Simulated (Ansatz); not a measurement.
Cost and result for the atomization energy of CH4BBrSi, SMILES `Br[SiH]1BC1` (8 atoms, 8 bonds).

Charge 0, multiplicity 1. Correlated methods include outer-core shells of Br, which these sets cover unevenly. Scalar relativity is left out up to krypton. The geometry is a stationary point of PBE0-D4/def2-TZVP. Program: Ansatz. All runs use 2 threads of an Arm Neoverse N1 on a shared host. Times are those of one run each, without the atoms' runs, and a repeat can differ threefold. Electronic energies, without spin–orbit coupling; frozen cores. CCSD(T)/CBS adds CCSD(T) − MP2 in def2-TZVPP to the MP2 limit, and its time is that of the two runs behind it. T1 = 0.011. With those shells the extrapolation isn't a true limit. B3LYP takes the VWN-RPA correlation (the form of Gaussian; ORCA's B3LYP/G).

CCSD(T)/CBS is a level of theory with its own doubt, some kJ/mol a heavy atom from the limit and from the frozen cores, so smaller differences don't rank the functionals.

```json
{"level": "revPBE-D4/def2-TZVPP", "functions": "208", "wall time": "5 s", "atomization (kJ/mol)": "2684.5", "difference from CCSD(T)/CBS": "-1.4", "per bond": "-0.2"}
{"level": "BLYP-D4/def2-TZVPP", "functions": "208", "wall time": "5.5 s", "atomization (kJ/mol)": "2669.2", "difference from CCSD(T)/CBS": "-16.7", "per bond": "-2.1"}
{"level": "PBE0-D4/def2-TZVPP", "functions": "208", "wall time": "7.5 s", "atomization (kJ/mol)": "2714.9", "difference from CCSD(T)/CBS": "29.0", "per bond": "3.6"}
{"level": "CCSD(T)/def2-SVP", "functions": "98", "wall time": "11 s", "atomization (kJ/mol)": "2524.4", "difference from CCSD(T)/CBS": "-161.5", "per bond": "-20.2"}
{"level": "B3LYP-D4/def2-TZVPP (with forces)", "functions": "208", "wall time": "12 s", "atomization (kJ/mol)": "2683.8", "difference from CCSD(T)/CBS": "-2.1", "per bond": "-0.3"}
{"level": "r2SCAN-D4/def2-TZVPP (with forces)", "functions": "208", "wall time": "13 s", "atomization (kJ/mol)": "2726.0", "difference from CCSD(T)/CBS": "40.1", "per bond": "5.0"}
{"level": "B2PLYP/def2-TZVPP", "functions": "208", "wall time": "14 s", "atomization (kJ/mol)": "2656.2", "difference from CCSD(T)/CBS": "-29.7", "per bond": "-3.7"}
{"level": "PBE-QIDH/def2-TZVPP", "functions": "208", "wall time": "15 s", "atomization (kJ/mol)": "2693.8", "difference from CCSD(T)/CBS": "7.9", "per bond": "1.0"}
{"level": "ωB97X-V/def2-TZVPP", "functions": "208", "wall time": "20 s", "atomization (kJ/mol)": "2695.7", "difference from CCSD(T)/CBS": "9.8", "per bond": "1.2"}
{"level": "ωB97M-V/def2-TZVPP (with forces)", "functions": "208", "wall time": "28 s", "atomization (kJ/mol)": "2698.3", "difference from CCSD(T)/CBS": "12.4", "per bond": "1.6"}
{"level": "MP2/def2-QZVPP", "functions": "393", "wall time": "49 s", "atomization (kJ/mol)": "2705.6", "difference from CCSD(T)/CBS": "19.7", "per bond": "2.5"}
{"level": "CCSD(T)/def2-TZVPP", "functions": "208", "wall time": "3.8 min", "atomization (kJ/mol)": "2611.2", "difference from CCSD(T)/CBS": "-74.7", "per bond": "-9.3"}
{"level": "CCSD(T)/CBS(def2)", "functions": "–", "wall time": "4.6 min", "atomization (kJ/mol)": "2685.9", "difference from CCSD(T)/CBS": "0.0", "per bond": "0.0"}
```

From PBE to PBE0 (25 % exact exchange), in def2-TZVPP and without D4, the atomization energy moves by −32.5 kJ/mol: exact exchange takes away binding that semilocal exchange gives to molecules. The D4 term adds +28.7 kJ/mol with B3LYP and +14.9 kJ/mol with PBE0; it sums over pairs of atoms, weighted by their polarisabilities, and B3LYP, whose exchange is more repulsive, gets the larger term. Leaving LDA and LC-ωPBE aside and taking each functional with its dispersion term where it has one, the values, not all of them listed here, spread over 126.6 kJ/mol, from BHLYP-D4 to PBE-D4. LDA lies +343.0 kJ/mol from PBE without D4, its usual overbinding.
